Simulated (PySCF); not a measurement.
F5V, SMILES [F][V-]([F])([F])([F])[F] (connectivity only; charge and spin as stated), charge -1, multiplicity 2. Atoms are numbered in the order given.

```xyz
6

V      0.0000     0.0000     0.0273
F      0.0000     1.8540     0.0280
F      0.0000    -1.8540     0.0280
F      1.5888     0.0000     0.8223
F      0.0000     0.0000    -1.7704
F     -1.5888     0.0000     0.8223
```
Charge -1, spin multiplicity 2.

The structure is a stationary point at PBE-D3(BJ)/def2-SVPD. The geometry has at least one imaginary mode, so it is a saddle point at that level. The multiplicity is an assumed one; other spin states were not compared.

The numbers are results of PBE-D3(BJ)/def2-SVPD run with PySCF 2.14.0, not measurements.

Frequencies are harmonic and unscaled.

```json
[
 {"mode": "1", "ν (cm⁻¹)": "97i", "IR (km/mol)": "39.4", "moving atoms (share of kinetic energy)": "F 89 %, V 11 %"},
 {"mode": "2", "ν (cm⁻¹)": "131", "IR (km/mol)": "0.1", "moving atoms (share of kinetic energy)": "F 99 %"},
 {"mode": "3", "ν (cm⁻¹)": "182", "IR (km/mol)": "62.6", "moving atoms (share of kinetic energy)": "F 74 %, V 26 %"},
 {"mode": "4", "ν (cm⁻¹)": "233", "IR (km/mol)": "1.4", "moving atoms (share of kinetic energy)": "F 97 %"},
 {"mode": "5", "ν (cm⁻¹)": "265", "IR (km/mol)": "0.0", "moving atoms (share of kinetic energy)": "F 100 %"},
 {"mode": "6", "ν (cm⁻¹)": "268", "IR (km/mol)": "8.7", "moving atoms (share of kinetic energy)": "F 77 %, V 23 %"},
 {"mode": "7", "ν (cm⁻¹)": "287", "IR (km/mol)": "5.1", "moving atoms (share of kinetic energy)": "F 84 %, V 16 %"},
 {"mode": "8", "ν (cm⁻¹)": "488", "IR (km/mol)": "0.1", "moving atoms (share of kinetic energy)": "F 100 %"},
 {"mode": "9", "ν (cm⁻¹)": "577", "IR (km/mol)": "406.2", "moving atoms (share of kinetic energy)": "F 72 %, V 28 %"},
 {"mode": "10", "ν (cm⁻¹)": "596", "IR (km/mol)": "392.2", "moving atoms (share of kinetic energy)": "F 53 %, V 47 %"},
 {"mode": "11", "ν (cm⁻¹)": "610", "IR (km/mol)": "0.2", "moving atoms (share of kinetic energy)": "F 100 %"},
 {"mode": "12", "ν (cm⁻¹)": "679", "IR (km/mol)": "210.9", "moving atoms (share of kinetic energy)": "F 59 %, V 41 %"}
]
```
